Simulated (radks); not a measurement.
Os4.25+, configuration [Xe] 4f14 5d(up 3, down 0.75) (fractional occupations, a model configuration). Calculated with a radial shooting solver on a logarithmic mesh with Libxc functionals: scalar-relativistic Kohn-Sham, LDA (Slater exchange, Perdew-Wang correlation), spin-polarised, spherical densities, point nucleus.

Normalised radial functions P(r) = r R(r), r in bohr:

r	5s down	5p up
0.0008769	0.0660	0.0016
0.001351	0.0907	0.0033
0.002064	0.1209	0.0067
0.003154	0.1554	0.0135
0.004819	0.1879	0.0268
0.007364	0.2039	0.0520
0.01134	0.1766	0.0974
0.01733	0.0748	0.1661
0.02649	-0.1089	0.2456
0.04047	-0.2907	0.2763
0.06185	-0.2565	0.1467
0.09526	0.1426	-0.1866
0.1456	0.4547	-0.3925
0.2224	-0.0392	0.0066
0.3399	-0.6617	0.5688
0.5194	0.0591	0.1278
0.8	1.1307	-0.8891
1.222	0.9134	-1.0059
1.868	0.2520	-0.4187
2.854	0.0205	-0.0606
4.362	0.0003	-0.0020

5s down: eigenvalue -140.64 eV, 4 radial nodes at r = 0.0210, 0.0840, 0.218, 0.509 bohr, <r> = 0.996 bohr, 90 % of the charge inside 1.42 bohr. 5p up: eigenvalue -100.48 eV, 3 radial nodes at r = 0.0764, 0.222, 0.548 bohr, <r> = 1.15 bohr, 90 % of the charge inside 1.66 bohr.
